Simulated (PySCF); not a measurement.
**CaH₂, singlet: structure and spectrum**

All numbers come from PBE0/[Ca def2-TZVP, H def2-TZVP], no relativity, density fitting, PySCF.

The structure is a minimum.

```xyz
3
charge 0 multiplicity 1, angstrom
Ca    0.0304    0.0000    0.0000
H    -0.6036   -1.9257    0.0000
H    -0.6036    1.9257    0.0000
```

| Item | Value |
| --- | --- |
| Point group | C2v |
| Bond lengths | Ca–H 2.027 Å (×2) |
| Bond angles | H–Ca–H 143.6° |
| Lowest empty level | -1.62 eV |
| Rotational symmetry number | 2 |
| Principal polarisabilities | 41.3, 42.5, 51.3 bohr³ |
| Rotational constants | 21.85, 2.255, 2.044 cm⁻¹ |
| Dipole moment | 4.00 D |
| Principal quadrupole moments (Buckingham, traceless) about the centre of mass | -21.98, 9.56, 12.41 D Å |
| Atomisation energy without zero-point energy | 422 kJ/mol |
| Enthalpy at 298.15 K above 0 K | 11.30 kJ/mol |
| Heat capacity Cp at 298.15 K | 42.0 J/(mol K) |
| Highest occupied level | -5.79 eV |
| Entropy at 298.15 K and 1 bar | 222.1 J/(mol K) |
| Zero-point energy | 16.9 kJ/mol |

Harmonic modes (masses in u: Ca 39.963, H 1.008):
```json
{"symmetry": "a1", "ω (cm⁻¹)": "237", "IR (km/mol)": "651", "μ (u)": "1.05", "type": "bend"}
{"symmetry": "b2", "ω (cm⁻¹)": "1254", "IR (km/mol)": "886", "μ (u)": "1.05", "type": "stretch"}
{"symmetry": "a1", "ω (cm⁻¹)": "1329", "IR (km/mol)": "36.0", "μ (u)": "1.01", "type": "stretch"}
```

In C2v the vibrations span 2a1 + b2. Here b1 is antisymmetric to the molecular plane and b2 lies in it.

Charges (e):
| atom | Mulliken | Löwdin | polar tensor | Mayer order to Ca1 |
| --- | --- | --- | --- | --- |
| Ca1 | 0.56 | 0.51 | 1.28 | – |
| H2,3 | -0.28 | -0.26 | -0.64 | 0.90 |

Mulliken populations on Ca1: s 6.63, p 12.47, d 0.34.

Counting electrons, calcium keeps none of its valence electrons outside its bonds, so the VSEPR class is AX2 and the expected shape is linear (D∞h). The calculation gives C2v instead. Heavy alkaline-earth centres are the known exception: their polarisable core and low (n−1)d orbitals favour bending; the Mulliken d population here is 0.34.

This need not be the most stable arrangement of these atoms.

The final relaxation and frequency run took 14 s on 2 threads of a shared Arm Neoverse V1 host, with 48 basis functions and 8 gradients; the process peaked at 0.55 GiB. Launch command: `OMP_NUM_THREADS=2 python axn.py task.json out`.
